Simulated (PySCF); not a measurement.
**C₆ coefficients of unlike pairs at PW91**

Calculated with PySCF 2.14 from the dipole response of each species, C₆(A,B) = (3/π) ∫ α_A(iu) α_B(iu) du, in atomic units, from isotropic polarisabilities. For ions this is the dispersion term alone; charge-induced terms of lower order in 1/R come first.

| species | configuration | basis | relativity | α (bohr³) | C₆ (like pair) |
| --- | --- | --- | --- | --- | --- |
| Cl(3+) | [Ne] 3s2 3p2 (3P) | aug-cc-pV(D+d)Z (5s4p3d) | none | 4.299 | 11.51 |
| Nb | [Kr] 4d4 5s1 (6D) | x2c-TZVPPall with one added diffuse shell each of s, p, d, f type (9s7p7d3f1g) | spin-free X2C | 90.22 | 999.6 |
| Sc(3+) | [Ar] (1S) | x2c-TZVPPall with one added diffuse shell each of s, p, d, f type (7s6p5d3f1g) | spin-free X2C | 2.128 | 5.461 |
| Os(3+) | [Xe] 4f14 5d5 (6S) | aug-cc-pVTZ-PP with one added diffuse shell each of s, p, d, f, g type with ECP60MDF (7s7p6d4f3g) | core potential | 7.147 | 38.67 |

Problem. Estimate C₆ for Sc(3+) with Nb.

Solution. The integral gives 50.55. The combination rule 2 C_A C_B / (C_A α_B/α_A + C_B α_A/α_B) gives 42.79 and the geometric mean 73.88.

No spin-orbit coupling is included.

The other pairs:

```
          pair     C₆
    Nb, Cl(3+)  88.08
    Os(3+), Nb  152.2
Os(3+), Sc(3+)  14.34
Sc(3+), Cl(3+)  7.571
Os(3+), Cl(3+)  20.87
```
